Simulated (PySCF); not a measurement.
Series CXY, Y = fluoro, computed as singlets and as triplets. Isolated molecules, 0 K electronic values unless said otherwise. One relaxed conformer stands for each flexible species; it need not be the lowest. Strings in code marks are SMILES.

The numbers are results of PySCF with PBE-D3(BJ)/def2-TZVP // PBE0-D3(BJ)/def2-TZVP, not measurements. 

```json
[
 {"species": "X = fluoro, multiplicity 1 (`F[C]F` (lower singlet))", "dipole moment (D)": "0.82", "highest occupied spin orbital (eV)": "–"},
 {"species": "X = fluoro, multiplicity 3 (`F[C]F` (excited triplet))", "dipole moment (D)": "0.16", "highest occupied spin orbital (eV)": "-4.30"},
 {"species": "X = chloro, multiplicity 3 (`F[C]Cl` (excited triplet))", "dipole moment (D)": "0.44", "highest occupied spin orbital (eV)": "?"},
 {"species": "X = silyl, multiplicity 3 (`F[C][SiH3]` (lower triplet))", "dipole moment (D)": "0.76", "highest occupied spin orbital (eV)": "?"},
 {"species": "X = ethynyl, multiplicity 3 (`[C](C#C)F` (triplet; the order of the spin states depends on the level))", "dipole moment (D)": "1.16", "highest occupied spin orbital (eV)": "-4.96"},
 {"species": "X = vinyl, multiplicity 3 (`[C](F)C=C` (triplet; the order of the spin states depends on the level; C–C–C–F torsion 0°))", "dipole moment (D)": "–", "highest occupied spin orbital (eV)": "-4.67"},
 {"species": "X = AlH2, multiplicity 3 (`F[C][AlH2]` (lower triplet))", "dipole moment (D)": "–", "highest occupied spin orbital (eV)": "-5.41"},
 {"species": "X = H, multiplicity 3 (`[CH]F` (excited triplet))", "dipole moment (D)": "?", "highest occupied spin orbital (eV)": "-4.80"}
]
```

Problem. Complete the blanks.

Solution. 
- X = chloro, multiplicity 3 (`F[C]Cl` (excited triplet)), highest occupied spin orbital (eV): -4.50
- X = silyl, multiplicity 3 (`F[C][SiH3]` (lower triplet)), highest occupied spin orbital (eV): -5.02
- X = H, multiplicity 3 (`[CH]F` (excited triplet)), dipole moment (D): 0.94
